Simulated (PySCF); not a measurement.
Start geometry of `C[As](C)C` from GFN2-xTB (Å):
```
atom  x, y, z in Å
C1    -0.4018    1.5930    0.3953
As2   -0.2160   -0.2169    1.0977
C3     1.5736   -0.5300    0.3518
C4    -1.1712   -1.1212   -0.3467
H5    -0.1662    1.6492   -0.6765
H6     0.2176    2.3146    0.9310
H7    -1.4421    1.9511    0.5112
H8     1.6484   -0.2486   -0.6979
H9     1.8628   -1.5725    0.4788
H10    2.3288    0.0602    0.9124
H11   -0.8710   -0.7890   -1.3115
H12   -1.0586   -2.2005   -0.2699
H13   -2.2984   -0.9063   -0.2646
```

Question: What comes out of this run: PBE0-D3(BJ)/def2-SVP geometry optimisation, gas phase (PySCF)?

Answer: 
```
atom  x, y, z in Å
C1    -0.208    1.649    0.441
As2   -0.141   -0.206    1.090
C3     1.543   -0.707    0.209
C4    -1.354   -0.973   -0.254
H5    -0.040    1.704   -0.646
H6     0.562    2.243    0.955
H7    -1.190    2.084    0.677
H8     1.542   -0.427   -0.856
H9     1.692   -1.794    0.295
H10    2.383   -0.206    0.712
H11   -1.077   -0.663   -1.274
H12   -1.322   -2.071   -0.191
H13   -2.384   -0.648   -0.045
```

The energy falls by 0.101 eV over 9 energy and gradient evaluations, the largest force component goes from 0.0444 to 1.6e-04 Eh/bohr, and the atoms move by 0.026 Å rms after alignment. The bond that changes most is C4–H13 (methyl carbon to methyl hydrogen), which shortens by 0.050 Å. Bonds longer at the end by more than 0.005 Å: 7 of 12; shorter: 3. Among the angles that change most is As2–C1–H6, from 112.5° to 109.4°. Rotational constants go from 4749, 4715, 3496 to 4716, 4712, 3425 MHz. The orientation of the end geometry is arbitrary; only internal coordinates are fixed.

The run used 119 basis functions and 53 SCF cycles in all.

No PBE0-D3(BJ)/def2-SVP frequencies stand behind this structure, so it isn't proved a minimum.
